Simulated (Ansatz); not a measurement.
`CB(C)[SeH]` + H₂ → `CBC` + H₂Se at 298.15 K and 1 bar (hydrogenolysis of a B–Se bond).

Program: Ansatz. Geometries: PBE0-D4/def2-TZVP. ΔE: electronic, gas phase. CBS: MP2 limit from def2 TZ/QZ plus the TZ coupled-cluster correction, frozen cores. This one scheme is used for every species. For Se outer-core shells are correlated without core-valence functions, which leaves a few kJ/mol of doubt a bond. Scalar relativity is left out up to krypton. Each species was taken in one conformer, which may not be the lowest.

```csv
species,CCSD(T)/CBS energy (Eh),H − E (kJ/mol),S (J/(mol·K))
`CB(C)[SeH]`,-2505.86300,245.1,342.3
H₂,-1.17544,35.1,130.4
`CBC`,-105.11307,238.0,286.3
H₂Se,-2401.89790,45.8,219.1
```

H − E and S are ideal-gas, rigid-rotor, harmonic terms from PBE0-D4/def2-TZVP, for one conformer and one mirror image of each species. The MP2-based limit puts H₂ 0.8 mEh under its directly extrapolated value; such offsets cancel only in part. 1 Eh = 2625.50 kJ/mol, R = 8.31446 J/(mol·K).

**Question.** By hand: ΔE, ΔH, ΔS and ΔG.

**Answer.** ΔE = (-105.11307) + (-2401.89790) − (-2505.86300) − (-1.17544) = 0.02747 Eh = 72.1 kJ/mol. Δ(H − E) = 238.0 + 45.8 − 245.1 − 35.1 = 3.6, so ΔH = 75.7 kJ/mol. ΔS = 286.3 + 219.1 − 342.3 − 130.4 = 32.7 J/(mol·K). ΔG = 75.7 − 298.15 × (32.7)/1000 = 66.0 kJ/mol.

**Question.** By hand: the equilibrium constant, and the temperature at which ΔG would vanish if ΔH and ΔS stayed fixed.

**Answer.** log₁₀ K = −ΔG/(RT ln 10) = -11.6. ΔG = 0 at ΔH/ΔS = 2315 K.

ΔH outweighs TΔS. A doubt of 5 kJ/mol in ΔE shifts log₁₀ K by 0.9 here. Other conformers and mirror images would add mixing entropy, several J/(mol·K) or more a flexible species. These are equilibria of isolated gas molecules and say nothing of rates. Largest T1 diagnostic: 0.011 (customary marks: 0.02 for closed shells, 0.045 for open ones).
